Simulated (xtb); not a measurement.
CClF3, triplet, at the geometry of the source list (a higher spin typed on purpose: for a closed-shell molecule this is an excited state); GFN1-xTB in xtb.

Here is a job for xtb.
```
$ xtb mol.xyz --gfn 1 --uhf 2 --acc 0.1 --json

# file mol.xyz
5

F     -0.57610000    -0.63500000    -1.04370000
C     -0.07440000    -0.00180000     0.00350000
F     -0.57130000     1.22370000     0.02310000
F     -0.47540000    -0.62840000     1.09700000
Cl     1.69720000     0.04150000    -0.08000000
```

Task: Write the output that xtb gives for this input, abridged.

Result: 
```
   ID    Z sym.   atoms
    1    9 F      1, 3, 4
    2    6 C      2
    3   17 Cl     5

           -------------------------------------------------
          |                Calculation Setup                |
           -------------------------------------------------

           -------------------------------------------------
          |                 G F N 1 - x T B                 |
           -------------------------------------------------

          ...................................................
          :                      SETUP                      :
          :.................................................:
          :  # basis functions                  26          :
          :  # atomic orbitals                  25          :
          :  # shells                           11          :
          :  # electrons                        32          :
          :  # halogen bonds                     0          :
          :  max. iterations                   250          :
          :  Hamiltonian                  GFN1-xTB          :
          :  restarted?                      false          :
          :  GBSA solvation                  false          :
          :  PC potential                    false          :
          :  electronic temp.          300.0000000     K    :
          :  accuracy                    0.1000000          :
          :  -> integral cutoff          0.3500000E+02      :
          :  -> integral neglect         0.1000000E-08      :
          :  -> SCF convergence          0.1000000E-06 Eh   :
          :  -> wf. convergence          0.2000000E-05 e    :
          :  Broyden damping             0.4000000          :
          :  net charge                          0          :
          :  unpaired electrons                  2          :
          ...................................................

 iter      E             dE          RMSdq      gap      omega  full diag
   1    -21.5192947 -0.215193E+02  0.617E+00    3.40       0.0  T
   2    -21.5717490 -0.524542E-01  0.363E+00    3.84       1.0  T
   3    -21.5728759 -0.112698E-02  0.152E+00    3.64       1.0  T
   4    -21.5735474 -0.671456E-03  0.119E-01    3.73       1.0  T
   5    -21.5735969 -0.494922E-04  0.235E-02    3.74       1.9  T
   6    -21.5735981 -0.115283E-05  0.168E-02    3.74       2.7  T
   7    -21.5735994 -0.134635E-05  0.458E-04    3.74      97.6  T
   8    -21.5735994 -0.127887E-08  0.677E-06    3.74    6605.4  T
[...]
         :: total energy             -21.537778989187 Eh    ::
[...]
        15        1.5001           -0.4923035             -13.3963
        16        1.4999           -0.4923031             -13.3962
        17        1.0000           -0.2196910              -5.9781 (HOMO)
        18                         -0.0821556              -2.2356 (LUMO)
        19                         -0.0821506              -2.2354
        20                         -0.0680158              -1.8508
        21                         -0.0680157              -1.8508
        22                          0.0445324               1.2118
        23                          0.1083040               2.9471
        24                          0.1083480               2.9483
        25                          0.1527543               4.1567
      -------------------------------------------------------------
                  HL-Gap            0.1375354 Eh            3.7425 eV
             Fermi-level           -0.3216133 Eh           -8.7515 eV

  Mulliken/CM5 charges         n(s)   n(p)   n(d)
     1F    -0.25732 -0.27862   1.814  5.443  0.000
     2C     0.59497  0.65353   1.076  2.329  0.000
     3F    -0.25730 -0.27860   1.814  5.443  0.000
     4F    -0.25730 -0.27861   1.814  5.443  0.000
     5Cl    0.17695  0.18230   1.963  4.522  0.338

Wiberg/Mayer (AO) data.
largest (>0.10) Wiberg bond orders for each atom

 ---------------------------------------------------------------------------
     #   Z sym  total        # sym  WBO       # sym  WBO       # sym  WBO
 ---------------------------------------------------------------------------
     1   9 F    1.048 --     2 C    0.924
     2   6 C    3.552 --     3 F    0.924     4 F    0.924     1 F    0.924
                             5 Cl   0.781
     3   9 F    1.048 --     2 C    0.924
     4   9 F    1.048 --     2 C    0.924
     5  17 Cl   0.898 --     2 C    0.781
 ---------------------------------------------------------------------------

Topologies differ in total number of bonds
Writing topology from bond orders to xtbtopo.mol

 dipole moment from electron density (au)
     X       Y       Z
   0.6237   0.0153  -0.0293  total (Debye):    1.587

           -------------------------------------------------
          | TOTAL ENERGY              -21.537778989187 Eh   |
          | GRADIENT NORM               0.182172816951 Eh/α |
          | HOMO-LUMO GAP               3.742529159299 eV   |
           -------------------------------------------------

normal termination of xtb
```
